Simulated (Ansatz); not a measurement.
A run of Ansatz (development build ahead of 0.2.0) on singlet CH₃Br at this shape:

```xyz
5

C     0.0000    0.0000   -1.6321
Br    0.0000    0.0000    0.4518
H     0.0000   -1.1226   -2.0066
H    -0.9722    0.5613   -2.0066
H     0.9722    0.5613   -2.0066
```

Its results:

| Quantity | Value |
| --- | --- |
| Converged | yes |
| Reference energy | -2612.06550 hartree |
| Correlation energy | -0.41153 hartree |
| Total energy | -2612.47704 hartree |
| Spin squared of the determinant | 0.000 |

(1) Which input gives this output? Name the method, the orbitals and the basis set, and write the input.

Answers

(1) RHF-MP2 in cc-pVTZ. An unrestricted run that stays on the closed shell gives the same numbers.

```yaml
crystal:
  periodic: [false, false, false]
  atoms:
    - { symbol: C, position_ang: [0.0, 0.0, -1.63207] }
    - { symbol: Br, position_ang: [0.0, 0.0, 0.45178] }
    - { symbol: H, position_ang: [0.0, -1.12262, -2.00663] }
    - { symbol: H, position_ang: [-0.97222, 0.56131, -2.00663] }
    - { symbol: H, position_ang: [0.97222, 0.56131, -2.00663] }
basis:
  gaussian: { orbitals: cc-pVTZ }
hamiltonian:
  xc: hf
correlation:
  method: mp2
  frozen_orbitals: { Br: 9, C: 1, H: 0 }
```
